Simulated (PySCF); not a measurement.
## Radial density of Cr²⁺ (chromium, charge +2)

M06-2X, [Ar] 3d4, high-spin 5D determinant. All numbers are calculated (PySCF 2.14, scalar relativity by spin-free X2C-1e, in jorge-DZP-DKH).

```
r (bohr)  4πr²ρ (e/bohr)  4πr²(ρα − ρβ)
0.000833          0.1142         0.0000
 0.00140          0.3007         0.0000
 0.00236          0.7496        -0.0001
 0.00397           1.836        -0.0002
 0.00667           4.316        -0.0004
  0.0112           9.377        -0.0009
  0.0189           17.74        -0.0015
  0.0317           26.59        -0.0018
  0.0534           27.88        -0.0012
  0.0898           22.17         0.0004
   0.151           27.56         0.0369
   0.254           28.51         0.3847
   0.427           11.52         1.5977
   0.719           13.09         3.1008
    1.21           7.684         2.5088
    2.03           1.097         0.7086
    3.42         0.06426         0.0618
    5.76       0.0001325         0.0001
```

Densities and radii are taken from the X2C orbitals without a picture-change correction, which distorts them close to the nucleus.
